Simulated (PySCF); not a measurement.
From one molecule to another.

First species: C6H13FOSi2.
SMILES: `CCCOC1=C(C)[Si@H](F)[SiH2]1`

Second species: C6H8F3OP.
Numbering: `[CH2:1]=[CH:2][CH2:3][P@:4](=[O:5])([CH:6]=[CH2:7])[C:8]([F:9])([F:10])[F:11]` (hydrogens: H12, H13 on C1; H14 on C2; H15, H16 on C3; H17 on C6; H18, H19 on C7)

Geometry (GFN2-xTB, Å), atoms numbered from 1 in this order:
```xyz
19
C6H8F3OP angstrom
C      2.7510    0.2402   -0.3452
C      1.8179   -0.5132    0.2069
C      0.8603   -0.0186    1.2385
P     -0.8344    0.2985    0.5929
O     -1.7717    0.8439    1.5701
C     -1.4074   -1.1156   -0.3779
C     -2.5970   -1.6230   -0.0997
C     -0.4969    1.5601   -0.7794
F     -1.6521    2.0868   -1.1926
F      0.2660    2.5624   -0.3287
F      0.1116    1.0617   -1.8638
H      3.4197   -0.1451   -1.0946
H      2.8780    1.2759   -0.0753
H      1.7053   -1.5504   -0.0793
H      1.1856    0.9322    1.6745
H      0.7246   -0.7413    2.0491
H     -0.7657   -1.4915   -1.1608
H     -3.0146   -2.4596   -0.6357
H     -3.1901   -1.1941    0.6934
```

Levels: PBE0/pcSseg-1 for dipole moment, HOMO energy, LUMO energy and HOMO–LUMO gap; GFN2-xTB for rotational constant A and rotational constant C. Geometries: GFN2-xTB. All species are isolated and taken at one optimised geometry, non-relativistic unless stated; the electronic structure was computed with PySCF and density fitting.

Dipoles, sizes and rotational constants follow the conformer. The torsions of the flexible species, by atom-mapped SMILES:
- `[CH3:1][CH2:2][CH2:3][O:4][C:5]1=[C:6]([CH3:7])[Si@H:8]([F:9])[SiH2:10]1`: C1–C2–C3–O4 179°, C2–C3–O4–C5 158°, C3–O4–C5–C6 173°
- `[CH2:1]=[CH:2][CH2:3][P@:4](=[O:5])([CH:6]=[CH2:7])[C:8]([F:9])([F:10])[F:11]`: C1–C2–C3–P4 104°, C2–C3–P4–O5 -177°, C3–P4–C6–C7 129°, C3–P4–C8–F9 -169°

Q: Which has the higher HOMO energy?

A: The first: -6.78 eV against -7.71 eV, a difference of 0.93 eV.

Q: Which of the two has the higher LUMO energy, and by how much?

A: The first: -0.21 eV against -1.21 eV, a difference of 1.00 eV.

Q: Which of the two has the higher dipole moment, and by how much?

A: The second: 4.10 D against 2.76 D, a difference of 1.34 D.

Q: Which has the higher rotational constant C?

A: The second: 0.716 GHz against 0.381 GHz, a difference of 0.335 GHz.

Q: Which of the two has the higher rotational constant A, and by how much?

A: The first: 2.020 GHz against 1.130 GHz, a difference of 0.890 GHz.

Q: Which of the two has the higher HOMO–LUMO gap, and by how much?

A: The first: 6.57 eV against 6.50 eV, a difference of 0.07 eV.

On the first: A dipole of 2.76 D is allowed in C1, and pure rotational transitions are dipole-allowed. In atomic units the dipole is 1.09 e·bohr (1 au = 2.5417 D).

On the second: The dipole matches unit charges of opposite sign 0.85 Å apart (1 e·Å = 4.8032 D). A dipole of 4.10 D is allowed in C1, and pure rotational transitions are dipole-allowed.
